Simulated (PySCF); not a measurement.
Choosing a molecule for a target property.

All species are isolated and taken at one optimised geometry, non-relativistic unless stated. Electronic properties by PySCF.

The conformers computed, where there is a choice (atom-mapped SMILES and torsion angles):
- `[O:1]=[CH:2][O:3][CH:4]=[O:5]`: O1–C2–O3–C4 0°, C2–O3–C4–O5 0°
- `[CH2:1]=[CH:2][CH2:3][NH+:4]([CH3:5])[CH3:6]`: C1–C2–C3–N4 -14°, C2–C3–N4–C5 161°
- `[CH2:1]=[CH:2][CH:3]([Cl:4])[Cl:5]`: C1–C2–C3–Cl4 120°
- `[CH3:1][NH2+:2][C@@H:3]1[CH2:4][C@H:5]1[CH3:6]`: C1–N2–C3–C4 156°
- `[CH2:1]=[CH:2][CH2:3][Si:4]([PH2:5])([PH2:6])[Cl:7]`: C1–C2–C3–Si4 -94°, C2–C3–Si4–P5 171°, H–P5–Si4–C3 -68°, H–P5–Si4–C3 25°, H–P6–Si4–C3 -92°, H–P6–Si4–C3 175°

Question: Wanted: smallest rotational constant above 2.76 GHz (GFN2-xTB) and lowest triplet excitation (Tamm–Dancoff) below 4.7 eV (TDA PBE0/def2-SVPD), at GFN2-xTB geometries. Which candidate meets both?
A. `C=CC#CC=C=S`
B. `O=COC=O`
C. `C=CC[NH+](C)C`
D. `n1cn(cn1)C`
E. `Cn1cncn1`
F. `C[NH2+][C@@H]1C[C@H]1C`
G. `C=CC(Cl)Cl`

Answer: B. Computed values:
```
               species  smallest rotational constant  lowest triplet excitation (Tamm–Dancoff)
           C=CC#CC=C=S                     0.640 GHz                                   1.79 eV
            C=CC(Cl)Cl                     1.573 GHz                                   4.28 eV
C[NH2+][C@@H]1C[C@H]1C                     1.838 GHz                                   7.34 eV
         C=CC[NH+](C)C                     1.994 GHz                                   4.48 eV
            n1cn(cn1)C                     2.734 GHz                                   5.03 eV
              Cn1cncn1                     2.790 GHz                                   4.89 eV
               O=COC=O                     3.450 GHz                                   4.18 eV
```

Question: Wanted: electronic spatial extent ⟨r²⟩ about the centre of nuclear charge between 720 bohr² and 1700 bohr² (PBE0/def2-SVPD) and lowest singlet excitation above 6.4 eV (TDDFT PBE0/def2-SVPD), at GFN2-xTB geometries. Which candidate meets both?
A. `C=CC[Si](P)(P)Cl`
B. `C=CC#CC=C=S`
C. `C[NH2+][C@@H]1C[C@H]1C`
D. `C=CC[NH+](C)C`
E. `O=COC=O`
F. `Cn1cncn1`
G. `C=CC(Cl)Cl`

Answer: G. Computed values:
```csv
species,electronic spatial extent ⟨r²⟩ about the centre of nuclear charge,lowest singlet excitation
O=COC=O,342 bohr²,4.71 eV
Cn1cncn1,460 bohr²,6.21 eV
C=CC[NH+](C)C,685 bohr²,6.88 eV
C[NH2+][C@@H]1C[C@H]1C,712 bohr²,7.41 eV
C=CC(Cl)Cl,726 bohr²,6.51 eV
C=CC#CC=C=S,1620 bohr²,2.09 eV
C=CC[Si](P)(P)Cl,1759 bohr²,5.91 eV
```

Question: Wanted: static isotropic polarisability below 60 au (PBE0/def2-SVPD) and HOMO–LUMO gap above 7 eV (PBE0/def2-SVPD), at GFN2-xTB geometries. Which candidate meets both?
A. `C=CC[NH+](C)C`
B. `CN1C=NC=N1`
C. `O=COC=O`
D. `C=CC#CC=C=S`

Answer: B. Computed values:
```
      species  static isotropic polarisability  HOMO–LUMO gap
      O=COC=O                          34.4 au        6.77 eV
   CN1C=NC=N1                          53.2 au        7.77 eV
C=CC[NH+](C)C                          63.0 au        7.90 eV
  C=CC#CC=C=S                         115.2 au        3.56 eV
```

Question: Wanted: HOMO energy between -8 eV and -7.4 eV (PBE0/def2-SVPD) and dipole moment above 0.7 D (PBE0/def2-SVPD), at GFN2-xTB geometries. Which candidate meets both?
A. `C1CN[SiH2]C1`
B. `Cn1cncn1`
C. `C=CC(Cl)Cl`
D. `C(OC=O)=O`
E. `C=CC#CC=C=S`
F. `c1n(cnn1)C`

Answer: B. Computed values:
```csv
species,HOMO energy,dipole moment
C(OC=O)=O,-8.42 eV,3.54 D
C=CC(Cl)Cl,-8.26 eV,2.21 D
Cn1cncn1,-7.73 eV,3.32 D
c1n(cnn1)C,-7.13 eV,6.18 D
C1CN[SiH2]C1,-6.52 eV,0.85 D
C=CC#CC=C=S,-6.14 eV,0.52 D
```
